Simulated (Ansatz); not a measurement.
Input file for Ansatz (a quantum-chemistry and plane-wave program): R-wB97M-V/def2-TZVPP on HCl (SMILES Cl).

Ansatz 0.2 input:
```yaml
crystal:
  periodic: [false, false, false]
  atoms:
    - {symbol: Cl, position_ang: [-0.00000000, -0.00000000, 0.64100645]}
    - {symbol: H, position_ang: [0.00000000, 0.00000000, -0.64100645]}
basis:
  gaussian:
    orbitals: def2-TZVPP
hamiltonian:
  xc: {name: wB97M-V}
scf: {lower_state_search: off}
```

Output:

```
WARN ansatz: RAYON_NUM_THREADS=4 ignored (pool sized by the plan → 4); use --threads N
Functional definition: wB97M-V
these checks for a lower state are left out or cut short: stability, starts, cluster_reference, orbital_swaps, neighbouring_geometries, increment
integrals: 0.01 GiB planned
369 factors; their error is unknown
integrals: 0.05 GiB planned
62 factors; integrals over basis functions are off by at most 9.0e-5 eV
mean field: 0.18 GiB planned
mean field evaluation 1: about -12538.4137 eV, gradient 9.9e0 eV
mean field evaluation 2: about -12538.6416 eV, gradient 6.7e0 eV
mean field evaluation 4: about -12538.7202 eV, gradient 1.5e-1 eV
mean field evaluation 8: about -12538.7381 eV, gradient 1.8e-2 eV
mean field -12538.73805913 eV, -460.7901246113 hartree, gradient 5.8e-6 eV, S^2 0.000000; 0 other end points of the search recorded, 0 dependent functions left out
reference -12538.73808220 eV, -460.7901254590 hartree; 9, 9 occupied and 47, 47 virtual orbitals, 369 factors
Total energy: -12538.73808220 eV, -460.7901254590 hartree
Checks for a lower state left out: stability, starts, cluster_reference, orbital_swaps, neighbouring_geometries, increment
```

Self-consistency was reached.

Cost: roughly 0.6 core-seconds.
